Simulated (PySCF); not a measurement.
**Working out the ionisation energy of Cr**

Cr [Ar] 3d5 4s1 (7S) → Cr⁺ [Ar] 3d5 (6S). Calculation: PySCF 2.14, in def2-SVP (5s3p2d1f, 31 functions); the non-relativistic Hamiltonian (point nucleus). Frozen: [Ar]. Energies in hartree (1 hartree = 27.21139 eV):

| part | Cr (lower) | Cr⁺ (upper) |
| --- | --- | --- |
| UHF | -1043.197072 | -1042.982650 |
| MP2 opposite-spin | 0.000000 | 0.000000 |
| MP2 same-spin | -0.054336 | -0.046240 |

What does Hartree-Fock give?

(-1042.982650) − (-1043.197072) = 0.214422 hartree = 5.835 eV.

What do MP2 and SCS-MP2 (6/5 opposite-spin, 1/3 same-spin) give?

The opposite-spin parts differ by 0.000 eV and the same-spin parts by 0.220 eV. MP2: 5.835 + (0.000) + (0.220) = 6.055 eV. SCS-MP2: 5.835 + 1.2 × (0.000) + (0.220)/3 = 5.908 eV.

Measured between the centres of the two terms (NIST): 6.767 eV, so MP2 (valence) is off by -0.712 eV.

The calculation is non-relativistic.

A double-zeta basis recovers only part of the correlation energy.

What remains against the reference includes basis incompleteness, the frozen core and correlation beyond second order.
